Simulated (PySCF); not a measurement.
PySCF input file for CH5FOSi2, SMILES O1[SiH2][Si@H](C1)F, PBE-D3(BJ)/def2-SVP. The structure is a stationary point at PBE-D3(BJ)/def2-SVP. The structure was generated by enumeration; whether it is a known compound was not checked.

```python
import numpy as np
from pyscf import gto, scf, dft, df
from pyscf.hessian import thermo

mol = gto.M(
    atom='''
    F    -1.48258920    1.62309259   -0.72446969
    Si   -0.69626614    0.62800802    0.32487488
    C    -0.75231411   -1.26404305   -0.06124777
    O     0.65711078   -1.56579650    0.11088784
    Si    1.51591570   -0.07689006    0.02948643
    H    -1.17380743    0.99978976    1.70405642
    H    -1.35448406   -1.88847077    0.63436949
    H    -1.09475594   -1.48808500   -1.09779498
    H     2.17880639    0.17048655   -1.30222984
    H     2.56944817   -0.00657480    1.10115147
    ''',
    basis='def2-SVP',
    charge=0,
    spin=0,
    max_memory=1600,
    verbose=3,
)
mf = dft.RKS(mol, xc='pbe').density_fit(auxbasis='def2-universal-jkfit')
mf.disp = 'd3bj'
mf.grids.level = 3
mf.conv_tol = 1e-11
mf.max_cycle = 100
mf.kernel()

# [left out here: the lines that compute and print the analytic Hessian (its translational invariance restored by hand, since the grid's response is missing), thermochemistry and intensities]
```

Output:

```
converged SCF energy = -794.342710955463

WARN: DFTD3 does not support analytical Hessian, using finite difference


WARN: Mole.unit (angstrom) is changed to Bohr

Mode                                 0                   1                   2
Irrep
Freq [cm^-1]                       64.5079            170.2935            218.8596
Reduced mass [au]                   4.4162              4.3423              3.0048
Force const [Dyne/A]                0.0108              0.0742              0.0848
Char temp [K]                      92.8126            245.0144            314.8902
Normal mode                   x     y     z       x     y     z       x     y     z
       0   F                -0.05  0.06  0.06    0.14  0.03 -0.02    0.01  0.11  0.04
       1  Si                 0.01 -0.02 -0.05   -0.04 -0.04  0.05   -0.02 -0.04 -0.08
       2   C                 0.02 -0.01 -0.09    0.01 -0.04 -0.00    0.00 -0.09  0.08
       3   O                -0.01  0.00  0.16    0.02  0.00  0.05    0.03 -0.01 -0.03
       4  Si                 0.01 -0.01 -0.03   -0.06  0.04 -0.04   -0.01  0.01  0.01
       5   H                 0.08 -0.13  0.00   -0.16 -0.07  0.01    0.03 -0.08 -0.04
       6   H                -0.09 -0.02 -0.20    0.01 -0.08 -0.04    0.10  0.03  0.28
       7   H                 0.20  0.00 -0.15    0.06 -0.02 -0.02   -0.11 -0.29  0.17
       8   H                -0.04 -0.14 -0.08   -0.26  0.10 -0.14    0.14 -0.04  0.07
       9   H                 0.05  0.06 -0.07    0.10  0.05 -0.20   -0.13  0.11  0.12
Mode                                 3                   4                   5
Irrep
Freq [cm^-1]                      355.6472            418.8895            466.0372
Reduced mass [au]                   3.8462              3.6564              1.6623
Force const [Dyne/A]                0.2866              0.3780              0.2127
Char temp [K]                     511.6971            602.6888            670.5237
Normal mode                   x     y     z       x     y     z       x     y     z
       0   F                 0.05 -0.06  0.02   -0.00  0.01 -0.01    0.01  0.02 -0.02
       1  Si                 0.05 -0.07 -0.01   -0.07 -0.04  0.01   -0.07  0.01  0.05
       2   C                -0.10  0.01 -0.01   -0.05  0.01  0.01    0.03 -0.01  0.01
       3   O                -0.08  0.08  0.01   -0.05  0.08  0.01    0.02 -0.00  0.01
       4  Si                -0.00  0.06 -0.02    0.12 -0.01 -0.00    0.03 -0.02 -0.06
       5   H                 0.23 -0.05  0.05   -0.22 -0.11 -0.02    0.00  0.14  0.04
       6   H                -0.09  0.01 -0.01   -0.01  0.05  0.08    0.01 -0.14 -0.14
       7   H                -0.08 -0.00 -0.02   -0.08 -0.07  0.04    0.09  0.15 -0.05
       8   H                 0.23 -0.09  0.08    0.02  0.01 -0.06    0.44 -0.33  0.10
       9   H                -0.19  0.13  0.16    0.26 -0.27 -0.12   -0.28  0.21  0.24
Mode                                 6                   7                   8
Irrep
Freq [cm^-1]                      592.6008            635.3239            678.0065
Reduced mass [au]                   1.2576              1.2931              2.6828
Force const [Dyne/A]                0.2602              0.3075              0.7266
Char temp [K]                     852.6206            914.0897            975.5004
Normal mode                   x     y     z       x     y     z       x     y     z
       0   F                 0.01 -0.03  0.01    0.00  0.00  0.01    0.02 -0.00  0.02
       1  Si                 0.01  0.00  0.01   -0.02 -0.03 -0.02   -0.04 -0.06 -0.04
       2   C                 0.01  0.11 -0.02   -0.00  0.05  0.02    0.06  0.15  0.06
       3   O                 0.02 -0.00  0.00   -0.01 -0.03 -0.05    0.01 -0.06  0.02
       4  Si                -0.01 -0.03 -0.02    0.02  0.02  0.05   -0.01  0.02 -0.01
       5   H                -0.48 -0.53 -0.02    0.12  0.12 -0.01    0.13  0.08 -0.03
       6   H                 0.01  0.32  0.17   -0.05  0.03 -0.04   -0.06  0.19 -0.02
       7   H                -0.05 -0.13  0.06   -0.03  0.18  0.00    0.00  0.33  0.04
       8   H                 0.04 -0.11 -0.00   -0.24 -0.51 -0.18    0.12  0.17  0.08
       9   H                -0.13  0.29  0.08    0.24  0.50 -0.20   -0.03 -0.32  0.03
Mode                                 9                  10                  11
Irrep
Freq [cm^-1]                      717.1370            749.1555            791.7815
Reduced mass [au]                   1.6874              2.2071              1.3641
Force const [Dyne/A]                0.5113              0.7298              0.5039
Char temp [K]                    1031.8005           1077.8680           1139.1972
Normal mode                   x     y     z       x     y     z       x     y     z
       0   F                -0.02  0.02 -0.01   -0.00  0.00 -0.03   -0.03  0.05 -0.08
       1  Si                 0.02 -0.01 -0.00   -0.02  0.02  0.04    0.00 -0.02  0.02
       2   C                -0.09 -0.01  0.04   -0.01 -0.01 -0.08   -0.01  0.02  0.06
       3   O                -0.01 -0.10  0.02   -0.02 -0.13  0.02    0.01  0.04 -0.01
       4  Si                 0.06  0.02 -0.01    0.03  0.06 -0.00   -0.00 -0.03  0.01
       5   H                -0.25  0.04 -0.10    0.33 -0.13  0.20    0.42 -0.58  0.32
       6   H                -0.13 -0.15 -0.12   -0.06  0.32  0.17    0.02 -0.16 -0.08
       7   H                -0.02  0.18 -0.03   -0.12 -0.29  0.02    0.06  0.18  0.00
       8   H                -0.03  0.50  0.03    0.12 -0.03  0.02   -0.10  0.14 -0.01
       9   H                -0.06  0.39  0.07    0.09 -0.04 -0.05   -0.02  0.09  0.02
Mode                                12                  13                  14
Irrep
Freq [cm^-1]                      820.8083            881.0207            935.3766
Reduced mass [au]                   1.4910              4.5877              1.1509
Force const [Dyne/A]                0.5918              2.0981              0.5933
Char temp [K]                    1180.9603           1267.5927           1345.7987
Normal mode                   x     y     z       x     y     z       x     y     z
       0   F                -0.02  0.02 -0.02   -0.07  0.09 -0.08   -0.01  0.02 -0.02
       1  Si                 0.04  0.01  0.00    0.06 -0.09  0.07    0.01 -0.02  0.01
       2   C                -0.01 -0.05  0.06    0.03  0.02 -0.03   -0.03  0.01 -0.01
       3   O                -0.02 -0.06 -0.01   -0.01  0.01  0.01    0.03  0.02  0.00
       4  Si                -0.01  0.07  0.00   -0.01  0.00 -0.00   -0.04 -0.02  0.01
       5   H                -0.32 -0.32 -0.03   -0.12  0.27 -0.10   -0.03  0.05 -0.03
       6   H                -0.09 -0.19 -0.14    0.01  0.17  0.09    0.02 -0.00  0.01
       7   H                 0.02  0.23 -0.02   -0.06 -0.04  0.02    0.01 -0.02 -0.01
       8   H                 0.17 -0.40 -0.00   -0.10 -0.07 -0.05    0.56  0.11  0.31
       9   H                 0.09 -0.36 -0.06   -0.12 -0.04  0.10    0.44  0.18 -0.46
Mode                                15                  16                  17
Irrep
Freq [cm^-1]                      988.1791           1152.8856           1200.5042
Reduced mass [au]                   6.1795              1.1102              1.3208
Force const [Dyne/A]                3.5553              0.8694              1.1215
Char temp [K]                    1421.7698           1658.7457           1727.2582
Normal mode                   x     y     z       x     y     z       x     y     z
       0   F                 0.00  0.00 -0.00   -0.00  0.00 -0.00    0.00 -0.00  0.00
       1  Si                -0.01 -0.01  0.00   -0.00 -0.00  0.01   -0.00  0.01 -0.00
       2   C                -0.18  0.05 -0.02   -0.01 -0.01  0.07    0.01 -0.13 -0.02
       3   O                 0.17 -0.00  0.01    0.01  0.01 -0.05    0.04  0.04  0.01
       4  Si                -0.01 -0.00  0.00    0.00 -0.00 -0.00   -0.00 -0.01 -0.00
       5   H                 0.04  0.06 -0.01    0.01  0.04  0.00   -0.00 -0.03  0.02
       6   H                -0.06 -0.04 -0.01   -0.56  0.28 -0.12   -0.37  0.45  0.16
       7   H                -0.07 -0.06 -0.03    0.63 -0.27 -0.07   -0.29  0.53 -0.06
       8   H                -0.07 -0.16 -0.06    0.00  0.02  0.00   -0.00  0.03  0.01
       9   H                -0.05 -0.19  0.06   -0.00 -0.01  0.00   -0.01  0.04 -0.00
Mode                                18                  19                  20
Irrep
Freq [cm^-1]                     1406.0318           2137.9152           2147.2646
Reduced mass [au]                   1.0700              1.0378              1.0432
Force const [Dyne/A]                1.2463              2.7947              2.8338
Char temp [K]                    2022.9666           3075.9840           3089.4356
Normal mode                   x     y     z       x     y     z       x     y     z
       0   F                 0.00 -0.00  0.00    0.00 -0.00  0.00   -0.00 -0.00  0.00
       1  Si                -0.00 -0.00 -0.00   -0.00 -0.00 -0.00   -0.01  0.01  0.03
       2   C                -0.06 -0.02 -0.01   -0.00  0.00 -0.00   -0.00 -0.00 -0.00
       3   O                -0.02 -0.01 -0.00    0.00 -0.00  0.00   -0.00  0.00 -0.00
       4  Si                 0.00  0.00 -0.00    0.02  0.01 -0.03   -0.00 -0.00 -0.01
       5   H                -0.01  0.01 -0.00   -0.02  0.02  0.05    0.30 -0.24 -0.87
       6   H                 0.44  0.12  0.51    0.00  0.00  0.01   -0.00 -0.00  0.01
       7   H                 0.54  0.31 -0.26    0.00 -0.00 -0.00   -0.00  0.00 -0.00
       8   H                -0.00 -0.01 -0.01   -0.41 -0.16  0.85   -0.05 -0.01  0.08
       9   H                -0.00 -0.02  0.01   -0.11 -0.01 -0.14    0.16  0.01  0.16
Mode                                21                  22                  23
Irrep
Freq [cm^-1]                     2162.8289           2948.9569           3012.7459
Reduced mass [au]                   1.0459              1.0593              1.1049
Force const [Dyne/A]                2.8825              5.4277              5.9087
Char temp [K]                    3111.8292           4242.8925           4334.6706
Normal mode                   x     y     z       x     y     z       x     y     z
       0   F                -0.00  0.00 -0.00   -0.00  0.00 -0.00   -0.00  0.00 -0.00
       1  Si                 0.00 -0.00 -0.01    0.00 -0.00  0.00   -0.00  0.00  0.00
       2   C                 0.00  0.00 -0.00    0.04  0.04  0.04   -0.03 -0.03  0.08
       3   O                -0.00  0.00  0.00    0.00  0.00 -0.00   -0.00  0.00 -0.00
       4  Si                -0.02 -0.00 -0.03   -0.00 -0.00  0.00    0.00  0.00  0.00
       5   H                -0.08  0.06  0.22    0.00 -0.00  0.00    0.00 -0.00 -0.00
       6   H                 0.00 -0.00 -0.00   -0.25 -0.26  0.32    0.44  0.47 -0.52
       7   H                -0.00 -0.00  0.00   -0.24 -0.16 -0.79   -0.14 -0.11 -0.43
       8   H                -0.08 -0.02  0.13    0.00  0.00 -0.00   -0.00 -0.00  0.00
       9   H                 0.65  0.04  0.67    0.00  0.00  0.00    0.00 -0.00 -0.00
temperature 298.1500 [K]
pressure 101325.00 [Pa]
Rotational constants [GHz] 5.49278 2.27321 1.81304
Symmetry number 1
Zero-point energy (ZPE) 0.05844 [Eh]   153437.566 [J/mol]
                           tot       elec      trans        rot        vib
Entropy [J/mol/K]       339.414      0.000    167.165    113.193     59.056
Cv [J/mol/K]             98.629      0.000     12.472     12.472     73.686
Cp [J/mol/K]            106.944      0.000     20.786     12.472     73.686
Internal energy [J/mol]                      3718.434   3718.434 163447.177
Internal energy [Eh]   -794.27762  -794.34271
Enthalpy [J/mol]                             6197.391   3718.434 163447.177
Enthalpy [Eh]          -794.27668
Gibbs free energy [J/mol]                  -43642.886 -30030.099 145839.728
Gibbs free energy [Eh] -794.31522
mode   freq/cm-1   IR/(km/mol)
   1       64.51         7.858
   2      170.29         4.038
   3      218.86         5.847
   4      355.65         2.935
   5      418.89         6.755
   6      466.04        13.889
   7      592.60         9.020
   8      635.32        13.433
   9      678.01        49.786
  10      717.14        75.381
  11      749.16        77.645
  12      791.78         6.348
  13      820.81        99.303
  14      881.02       156.034
  15      935.38       133.392
  16      988.18        77.855
  17     1152.89         1.720
  18     1200.50         3.502
  19     1406.03         1.168
  20     2137.92       134.872
  21     2147.26       102.354
  22     2162.83       132.200
  23     2948.96        34.611
  24     3012.75        13.618
max |gradient| / (hartree/bohr): 0.00013159309477739256
APT charges: [-0.5985  1.1349  0.1073 -0.784   0.9539 -0.2551 -0.0178 -0.0376 -0.2621
 -0.2411]
```

The run converged.

Cost: around 2.4 core-minutes (rough).
